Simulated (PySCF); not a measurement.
Computed IR spectrum (relative IR intensity) of a molecule C₆H₅F. Geometry optimised at PBE-D3(BJ)/def2-SVP. The values are those of a single conformer. Computed with PBE-D3(BJ)/def2-SVP (PySCF). No scaling factor is applied to the harmonic values.

ν (cm⁻¹): 135 (vw), 248 (w), 527 (w), 634 (m), 646 (m), 784 (m), 793 (w), 864 (m), 932 (vw), 1055 (s), 1244 (s), 1278 (w), 1351 (w), 1391 (m), 1584 (vw), 1684 (vs), 3130 (w), 3409 (s) (against the strongest line: vs over 80 %, s over 45 %, m over 15 %, w over 4 %, vw less)

Question: Pick the molecule that these values belong to.
A. C#C/C=C/C(=C)F
B. C#CC1=C[C@@H](F)C1
C. C#CC=C=C(C)F
D. C#CC(=C)/C=C\F

Answer: D, C#CC(=C)/C=C\F
